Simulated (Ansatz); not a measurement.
Several settings on one geometry of the cluster Ti2Se4 (that of the charge 0 singlet, PBE0-D4/def2-SVP). Ansatz on 4 threads of Intel Xeon Platinum 8488C on a shared host; times are rough.

Cartesian coordinates in Å:
```
Ti 0.634 -0.539 -0.619
Ti 0.125 0.773 1.313
Se 1.615 1.642 -0.339
Se 0.826 -1.493 1.583
Se -1.884 0.474 -0.001
Se -1.316 -0.856 -1.936
```

Totals from different functionals, basis sets or treatments of relativity can't be compared as stabilities.

The 6-31G sets use Cartesian d functions. HSE06 is defined as in plane-wave codes, on full-range PBE exchange.

The spins typed aren't always the lowest for that charge.

Problem. Give the basis size and estimate the energy, ⟨S²⟩ and time of these runs.

| run | method | charge | state | further keys |
| --- | --- | --- | --- | --- |
| 1 | RKS rPW86-PBE-rVV10/6-31G* | 0 | singlet | fitting: {mean_field: def2-universal-jkfit}; scf: {lower_state_search: off}; forces asked |
| 2 | UKS ωB97M-V/6-31G | 0 | triplet | scf: {omitted_lower_state_checks: [starts]} |
| 3 | UKS HSE06/6-31G | 0 | triplet | accuracy: high |
| 4 | UKS ωB97X-V/def2-mTZVPP | -1 | doublet | scf: {lower_state_search: off}; forces asked |

Solution. 
| run | functions | energy (Eh) | ⟨S²⟩ | wall time |
| --- | --- | --- | --- | --- |
| 1 | 212 | -11307.8619 | – | 7 s |
| 2 | 174 | -11303.0927 | 2.04 | 62 s |
| 3 | 174 | -11302.2352 | 2.04 | 67 s |
| 4 | 210 | -11304.2797 | 1.17 | 36 s |

The highest occupied level of an anion often lies above zero with these methods, and sets without diffuse functions describe the outer electron poorly. At UKS ωB97X-V/def2-mTZVPP the charge -1 doublet is spin-contaminated (final ⟨S²⟩ up to 1.17, 0.75 for a pure state).
